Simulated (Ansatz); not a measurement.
Reaction (redistribution): `COB(O)F` + `C[SiH](O)F` → `OB(O)F` + `CO[SiH](C)F`

Gas-phase electronic energies from Ansatz, PBE0-D4/def2-TZVP geometries. CBS: MP2 limit from def2 TZ/QZ plus the TZ coupled-cluster correction, frozen cores. DFT in def2-TZVPP. HSE06 is defined as in plane-wave codes. One conformer a species, not always the lowest.

`COB(O)F`:

```xyz
9

C    -0.927   -0.998    0.027
O    -0.536    0.176    0.710
B     0.515    0.917    0.320
O     1.280    0.595   -0.759
F     0.799    2.009    1.037
H    -0.877   -1.841    0.719
H    -0.286   -1.199   -0.834
H    -1.958   -0.881   -0.310
H     1.991    1.222   -0.908
```

`C[SiH](O)F`:

Cartesian coordinates in Å:
```
C 1.084 -0.365 0.165
Si -0.471 0.585 -0.162
O -1.727 -0.367 -0.593
F -0.831 1.378 1.182
H 1.895 0.311 0.445
H 1.392 -0.918 -0.726
H 0.949 -1.080 0.982
H -0.343 1.578 -1.246
H -1.948 -1.122 -0.046
```

`OB(O)F`:

```xyz
6

O     1.107   -0.099   -0.067
B    -0.239    0.056   -0.197
O    -1.068   -0.036    0.867
F    -0.779    0.304   -1.389
H     1.578   -0.010   -0.898
H    -0.598   -0.216    1.684
```

`CO[SiH](C)F`:

```xyz
12

C    -1.989   -0.741   -0.232
O    -0.913    0.166   -0.144
Si    0.629   -0.254    0.172
C     1.676    1.255    0.032
F     0.736   -0.839    1.660
H    -2.814   -0.246   -0.747
H    -1.716   -1.639   -0.797
H    -2.327   -1.043    0.764
H     1.038   -1.372   -0.717
H     1.324    2.030    0.717
H     1.640    1.654   -0.984
H     2.716    1.028    0.276
```

| level | ΔE (kJ/mol) |
| --- | --- |
| HSE06 | -2.2 |
| SCS-MP2/def2-TZVPP | -2.5 |

Task: What does CCSD(T)/CBS give? (Best estimate.)

Result: Computed: -1.6 kJ/mol. The listed levels differ from it by -0.6, -0.9 kJ/mol.

Largest T1 diagnostic among the species: 0.012.

At CCSD(T), def2-SVP lies −4.8 kJ/mol from the extrapolated value and def2-TZVPP −0.8 kJ/mol. Leaving LDA and LC-ωPBE aside and taking each functional with its dispersion term where it has one, the values, not all of them listed here, spread over 1.9 kJ/mol, from revPBE-D4 to B2PLYP.
